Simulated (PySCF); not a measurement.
BeFH2N, SMILES [NH2][Be][F]. Atoms are numbered in the order given.

```xyz
5

Be     0.0000     0.0000    -0.1002
F      0.0000     0.0000    -1.4927
N      0.0000     0.0000     1.4084
H      0.0000    -0.8256     1.9878
H      0.0000     0.8256     1.9878
```

Coordinates come from a TPSSh-D3(BJ)/def2-TZVP optimisation. One conformer was computed; it need not be the lowest.

Calculation: M06-2X/def2-TZVPD in PySCF.

Symmetry labels are those of the subgroup C2v that the program uses (full group C2v).

Computed valence orbital energies around the gap with their symmetry:
| orbital | symmetry | energy (eV) |
|---|---|---|
| HOMO−7 | A1 | -35.00 |
| HOMO−6 | A1 | -25.34 |
| HOMO−5 | B2 | -14.96 |
| HOMO−4 | A1 | -14.90 |
| HOMO−3 | B1 | -13.59 |
| HOMO−2 | B2 | -13.54 |
| HOMO−1 | A1 | -13.28 |
| HOMO | B1 | -9.01 |
| LUMO | A1 | -0.29 |
| LUMO+1 | B2 | 0.44 |
| LUMO+2 | A1 | 0.67 |
| LUMO+3 | B1 | 0.76 |
